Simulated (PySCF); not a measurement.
# Gas-phase XPS of PP3SSS nortricyclane, computed

PP3SSS nortricyclane, P₄S₃.
Structure used (PBE0-D3(BJ)/def2-SVP), in Å, numbered top down from 1:
```
atom  x, y, z in Å
P1     1.230    1.132   -0.465
S2     0.169    0.127   -2.003
P3    -1.151   -1.115   -0.922
P4    -1.552    0.060    0.962
S5    -0.409    1.813    0.694
P6    -0.006   -1.579    0.963
S7     1.811   -0.541    0.703
```

Method: delta-SCF UKS SCAN, pcX-2 on the ionised atom, pcseg-1 elsewhere, spin-free X2C in PySCF 2.14.0. Each binding energy is the total energy of the core-ionised species, with the hole localised on one atom, minus that of the ground state; both are solved self-consistently, so orbital relaxation is included.

Q: What binding energy does each computed site have?

A: 
```csv
atom(s),environment,level,binding energy (eV),2p1/2 (eV),above the level's lowest (eV),count
P3/P4/P6,phosphorus bonded to 2 P and S,P 2p3/2,137.04,137.93,0.00,3
P1,phosphorus bonded to 3 S,P 2p3/2,137.96,138.85,+0.92,1
P3/P4/P6,phosphorus bonded to 2 P and S,P 1s,2150.62,–,0.00,3
P1,phosphorus bonded to 3 S,P 1s,2151.66,–,+1.04,1
S2/S5/S7,sulfur bonded to 2 P,S 1s,2477.43,–,0.00,3
```

The listed P 1s values span 1.04 eV, from P3/P4/P6 (bonded to S and 2 P) to P1 (bonded to 3 S).

The listed P 2p3/2 values span 0.92 eV, from P3/P4/P6 (bonded to S and 2 P) to P1 (bonded to 3 S).

Q: Express the binding energy of P 1s of P3/P4/P6 in atomic units and per mole.

A: 2150.62 eV = 79.0338 Eh = 207503 kJ/mol.

Atoms equivalent by their bonding share one computed value, that of the first of them. Not every level is listed. Spin–orbit and ligand-field terms were added within each 2p shell after the spin-free SCF. 2p1/2 minus 2p3/2 (ligand field included): P 0.89 eV. Geometry: PBE0-D3(BJ)/def2-SVP, one conformer, isolated molecule.

The run took 22 s on Intel Xeon 6975P-C, one thread, on a shared host, and the process peaked at 0.55 GiB of memory.
